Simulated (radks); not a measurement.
Isoelectronic series with 9 electrons, each ion in its NIST ground configuration. Method: scalar-relativistic Kohn-Sham, PBEsol, spin-polarised, spherical densities, finite nucleus; open shells are filled with parallel spins first (spin-orbit coupling, left out, can overturn this in heavy ions); Fermi nuclear charge, rms radius of each element as measured or else 0.836 A^(1/3) + 0.57 fm; computed with a radial shooting solver on a logarithmic mesh with Libxc functionals. Total energies (hartree) and orbital eigenvalues (eV):

ion    configuration  E (hartree)    2p down      2p up
F       [He] 2s2 2p5    -99.46302   -10.1575   -11.7997
Si5+    [He] 2s2 2p5   -279.40227  -185.8799  -189.4938
K10+    [He] 2s2 2p5   -554.38355  -534.7971  -540.3657
Cr15+   [He] 2s2 2p5   -925.34686  -1055.832  -1063.357
Cu20+   [He] 2s2 2p5  -1393.69522  -1749.938  -1759.426
Se25+   [He] 2s2 2p5  -1961.24687  -2618.688  -2630.150
Ru35+   [He] 2s2 2p5  -3403.47672  -4888.697  -4904.151
In40+   [He] 2s2 2p5  -4284.17674  -6295.318  -6312.794
Xe45+   [He] 2s2 2p5  -5276.25180  -7887.308  -7906.828
